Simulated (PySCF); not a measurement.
CuF, SMILES [Cu][F], multiplicity 1. Atoms are numbered in the order given.

```xyz
2

Cu     0.0000     0.0000    -0.4179
F      0.0000     0.0000     1.3466
```

Coordinates come from a PBE0-D3(BJ)/def2-TZVPD optimisation. The multiplicity is an assumed one; other spin states were not compared.

These are PBE0-D3(BJ)/def2-TZVPD run with PySCF values and carry that method's errors.

Frequencies are harmonic and unscaled.

Question: Estimate the vibrational spectrum. (Estimate from the structure and the level; the computed values follow.)

Answer: 
```csv
mode,ν (cm⁻¹),IR (km/mol),Raman (Å⁴/amu),depolarisation,moving atoms (share of kinetic energy)
1,593,57.0,3.6,0.75,"F 77 %, Cu 23 %"
```
